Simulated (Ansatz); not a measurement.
`C=[C]([GaH2])[InH2]` + HI → `[GaH2][I]` + `C=[CH][InH2]` at 400 K and 1 bar (ligand exchange at a Ga–C bond).

Gas-phase electronic energies from Ansatz, PBE0-D4/def2-TZVP geometries. CBS: MP2 limit from def2 TZ/QZ plus the TZ coupled-cluster correction, frozen cores. def2 core potentials past Kr. For Ga, I, In outer-core shells are correlated without core-valence functions, which leaves a few kJ/mol of doubt a bond. Scalar relativity is left out up to krypton.

```tsv
species	CCSD(T)/CBS energy (Eh)	H − E (kJ/mol)	S (J/(mol·K))
`C=[C]([GaH2])[InH2]`	-2193.38903	183.8	418.1
HI	-298.03592	25.7	215.0
`[GaH2][I]`	-2222.61527	54.5	300.7
`C=[CH][InH2]`	-268.86241	164.7	336.3
```

H − E and S are ideal-gas, rigid-rotor, harmonic terms from PBE0-D4/def2-TZVP. 1 Eh = 2625.50 kJ/mol, R = 8.31446 J/(mol·K).

Task: By hand: ΔE, ΔH, ΔS and ΔG.

Result: ΔE = (-2222.61527) + (-268.86241) − (-2193.38903) − (-298.03592) = -0.05273 Eh = -138.4 kJ/mol. Δ(H − E) = 54.5 + 164.7 − 183.8 − 25.7 = 9.7, so ΔH = -128.7 kJ/mol. ΔS = 300.7 + 336.3 − 418.1 − 215.0 = 3.9 J/(mol·K). ΔG = -128.7 − 400 × (3.9)/1000 = -130.3 kJ/mol.

Task: By hand: the equilibrium constant, and the temperature at which ΔG would vanish if ΔH and ΔS stayed fixed.

Result: log₁₀ K = −ΔG/(RT ln 10) = 17.0. ΔH and −TΔS have one sign here, so there is no such temperature. One of them is within its doubt of zero, so this could turn.

The number of gas molecules stays the same, so ΔS is small and ΔH decides. A doubt of 5 kJ/mol in ΔE shifts log₁₀ K by 0.7 here. These are equilibria of isolated gas molecules and say nothing of rates. Largest T1 diagnostic: 0.014 (customary marks: 0.02 for closed shells, 0.045 for open ones).
